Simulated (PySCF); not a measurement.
2-bromopropane (C3H7Br), SMILES C(C)(Br)C. Heavy atoms are numbered as in [CH3:1][CH:2]([CH3:3])[Br:4]. Hydrogens are named by the atom that carries them.

Geometry: B3LYP-D3(BJ)/def2-SVP.

All values below come from PBE/pcSseg-1 (PySCF).

GIAO shieldings, no solvent; atoms alike by connectivity are averaged. δ = σ(ref) − σ: ¹³C against TMS (σ = 182.0 ppm); ¹H against TMS (σ = 31.49 ppm), references at their B3LYP-D3(BJ)/def2-TZVP geometries, non-relativistic (without spin–orbit terms, shifts of atoms bonded to Cl or Br come out too high).

```tsv
nucleus	atoms	count	δ (ppm)
¹³C	C2 (CH)	1	64.7
¹³C	C1 (CH3)	2	33.4
¹H	H on C2	1	4.57
¹H	H on C1	6	1.87
```
